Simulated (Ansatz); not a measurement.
Basis-set extrapolation for `[SiH3]BB1CC1` (PBE0-D4/def2-TZVP geometry, frozen core, Ansatz 0.2.0). Multiplicity 1, RHF reference.

```json
{"": "HF", "def2-TZVPP": "-418.664328", "def2-QZVPP": "-418.679019"}
{"": "MP2 correlation", "def2-TZVPP": "-0.656224", "def2-QZVPP": "-0.698469"}
{"": "CCSD(T) correlation", "def2-TZVPP": "-0.749330", "def2-QZVPP": "not run"}
```

Energies in hartree. Use E(X) = E(∞) + A·exp(−7.88·√X) for Hartree–Fock and E(X) = E(∞) + B·X^(−2.97) for correlation, with X = 3 and 4, and add CCSD(T) minus MP2 of the smaller set to the MP2 limit.

Q: What is the CCSD(T) energy at the basis-set limit?

A: HF limit: -418.679019 + (-0.014691) × 0.13774 = -418.68104. MP2 limit: -0.698469 + (-0.042245) × 0.74074 = -0.72976. Higher-order term: -0.749330 − (-0.656224) = -0.09311. Total: -419.50391 hartree, 56.6 kcal/mol below CCSD(T)/def2-TZVPP.
